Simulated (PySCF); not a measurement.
# Electronic structure of In (indium, neutral) at the UHF level

Configuration: [Kr] 4d10 5s2 5d1, 2D determinant (an excited configuration). Calculation: PySCF 2.14, in aug-cc-pwCVDZ-PP with ECP28MDF; scalar relativity through the core potential.

| Item | Value |
| --- | --- |
| Total energy | -189.039126 hartree |
| One-electron energy | -332.8949 hartree |
| Hartree (Coulomb) energy | 159.5833 hartree |
| Exchange energy | -15.7275 hartree |
| ⟨S²⟩ | 0.7505 |
| ⟨L²⟩ | 6.002 |
| Sum of ⟨r⟩ | 30.22 bohr |
| Sum of ⟨r²⟩ | 76.32 bohr² |
| Traceless quadrupole moment −½Σ⟨3z² − r²⟩ along its main axis | 10.4 e·bohr² |

```tsv
shell	electrons	mean orbital energy (hartree)	spread (hartree)	rms radius, mean of both spins (bohr)
4s α	1	-5.46520	0	0.912
4s β	1	-5.46472	0	0.912
4p α	3	-3.71753	0.00047	0.996
4p β	3	-3.71684	0.00153	0.996
4d α	5	-1.10158	0.00220	1.27
4d β	5	-1.10101	0.00206	1.27
5s α	1	-0.45737	0	2.80
5s β	1	-0.45463	0	2.80
5d α	1	-0.02524	0	6.08
```

Energies and moments cover only the electrons outside the core potential. The outer electron is Rydberg-like, and this basis confines it to a smaller radius and binds it less than a complete one would.
